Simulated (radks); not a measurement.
Problem. These are the eigenvalues of the occupied orbitals of an atom or ion with whole-number occupations (eV). Method: scalar-relativistic Kohn-Sham, PBEsol, spin-unpolarised, spherical densities, finite nucleus; Fermi nuclear charge, rms radius of each element as measured or else 0.836 A^(1/3) + 0.57 fm; computed with a radial shooting solver on a logarithmic mesh with Libxc functionals.

| orbital | eigenvalue |
|---|---|
| 1s | -37265.18 |
| 2s | -5912.479 |
| 2p | -5305.650 |
| 3s | -1268.261 |
| 3p | -1073.689 |
| 3d | -790.7982 |
| 4s | -269.2629 |
| 4p | -206.4481 |
| 4d | -115.1986 |
| 5s | -57.8784 |
| 5p | -42.1827 |

Which element is it, and in what charge state? The configuration may be excited.

Solution. Z = 56, barium, charge +3: Ba3+ in [Kr] 4d10 5s2 5p5. The list shows which subshells hold electrons but not how many an open one holds; the 1s level, -1369.5 hartree, gives Z - s = 52.3 by -(Z - s)^2/2, which with screening and relativity narrows Z to a few neighbours, and the depths of the outer levels then fix element, charge and occupations together.
